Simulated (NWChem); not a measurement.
Molecule: C₃H₂F₂; SMILES C(=C=C)(F)F

Program: NWChem. The geometry was optimised at PBE0/def2-SVP. COSMO at PBE/def2-SVP, default radii, gas-phase geometry; f = (ε − 1)/ε scales the surface charges.

| row | f | electrostatic solvation energy (kcal/mol) |
|---|---|---|
| ε = 3.9 | 0.7436 | -1.02 |
| ε = 11.7 | 0.9145 | withheld |
| ε = 20.7 | 0.9517 | -1.36 |
| ε = 46.7 | 0.9786 | -1.40 |
| ε = 78.4 | 0.9872 | -1.42 |

Fit a straight line of the last column on the one before it, predict the withheld value, and compare with the run.


1. Means of the 4 shown rows: x = 0.91528, y = -1.300. Slope Σ(x − x̄)(y − ȳ)/Σ(x − x̄)² = -0.06522/0.03998 = -1.631; intercept 0.193.
2. The shown rows scatter about the line by 0.002 (root mean square); the largest residual is 0.00, at ε = 46.7.
3. At x = 0.9145 (ε = 11.7; inside the shown range) the line gives -1.30.
4. The run gives -1.29, +0.01 from the line.
